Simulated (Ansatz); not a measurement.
Si(iPr)H3 (C3H10Si), relaxed as a singlet with RKS PBE0-D4/def2-SVP in Ansatz, starting from the GFN2-xTB geometry. Force threshold 0.02 eV/Å.

Start:

```csv
atom,x (Å),y (Å),z (Å)
Si1,0.133,-1.562,0.681
C2,0.149,0.309,0.301
C3,-1.260,0.840,0.044
C4,1.053,0.628,-0.889
H5,0.549,0.839,1.173
H6,-1.907,0.658,0.900
H7,-1.700,0.354,-0.825
H8,-1.240,1.914,-0.145
H9,1.081,1.701,-1.076
H10,2.070,0.288,-0.706
H11,0.686,0.139,-1.789
H12,-0.753,-1.817,1.819
H13,1.493,-2.000,1.004
H14,-0.353,-2.292,-0.492
```

Task: Estimate the energy that the relaxation releases and the steps that it takes.

Result: 0.07 eV, in 4 steps; 4.4 s on 4 threads of Intel Xeon on a shared host. No frequencies were taken in this run, so the end may be a saddle point.

Task: Does the start keep its bonding?

Result: By distances, no bond broke or formed. The bond that changes most is Si1–H14, from 1.47 to 1.50 Å (atoms count from 1).

Task: Predict the relaxed structure.

Result: 
Cartesian coordinates in Å:
```
Si 0.1348 -1.5362 0.6816
C 0.1429 0.3181 0.2863
C -1.2739 0.8414 0.0494
C 1.0686 0.6277 -0.8906
H 0.5502 0.8104 1.1895
H -1.9325 0.6635 0.9141
H -1.7384 0.3578 -0.8264
H -1.2674 1.9274 -0.1448
H 1.1053 1.7120 -1.0910
H 2.1009 0.2897 -0.7082
H 0.7176 0.1381 -1.8145
H -0.7569 -1.8260 1.8490
H 1.5162 -2.0146 1.0054
H -0.3675 -2.3094 -0.4997
```
Bond lengths: 2 × C–C 1.53 Å; 1 × C–Si 1.90 Å; 7 × C–H 1.10 to 1.11 Å; 3 × H–Si 1.50 Å.
